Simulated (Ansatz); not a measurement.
One change: `CO[SiH](C)[SeH]` becomes `CO[SiH](C)C`.

Ansatz, PBE0-D4/def2-TZVP geometries, multiplicity 1. Each molecule was computed in one conformer, which needn't be the lowest.

Scalar relativity is left out up to krypton.

| property | `CO[SiH](C)[SeH]` |
| --- | --- |
| HOMO–LUMO gap (PBE/def2-TZVPP) / eV | 5.11 |
| size of the dipole moment (ωB97M-V/def2-TZVPP) / D | 1.12 |
| LUMO energy (PBE/def2-TZVPP) / eV | -0.75 |
| HOMO–LUMO gap (ωB97M-V/def2-TZVPP) / eV | 11.08 |
| LUMO energy (PBE0/def2-TZVPP) / eV | 0.11 |
| size of the dipole moment (PBE/def2-TZVPP) / D | 1.01 |

Task: What does the change do to each property? (Best estimate.)

Result: Computed: 
| property | `CO[SiH](C)C` | shift |
| --- | --- | --- |
| HOMO–LUMO gap (PBE/def2-TZVPP) / eV | 6.66 | 1.55 |
| size of the dipole moment (ωB97M-V/def2-TZVPP) / D | 0.81 | -0.31 |
| LUMO energy (PBE/def2-TZVPP) / eV | 0.38 | 1.13 |
| HOMO–LUMO gap (ωB97M-V/def2-TZVPP) / eV | 12.74 | 1.66 |
| LUMO energy (PBE0/def2-TZVPP) / eV | 1.20 | 1.09 |
| size of the dipole moment (PBE/def2-TZVPP) / D | 0.76 | -0.25 |

With PBE0 the HOMO falls by 0.75 eV and the LUMO rises by 1.09 eV, so the gap widens by about 1.84 eV. PBE moves the HOMO by -0.42 eV and ωB97M-V by -0.93 eV. Dipoles are sizes alone; their direction can turn.

Spin–orbit coupling is left out; it splits and shifts lone-pair levels of the heavy atoms by tenths of an eV.
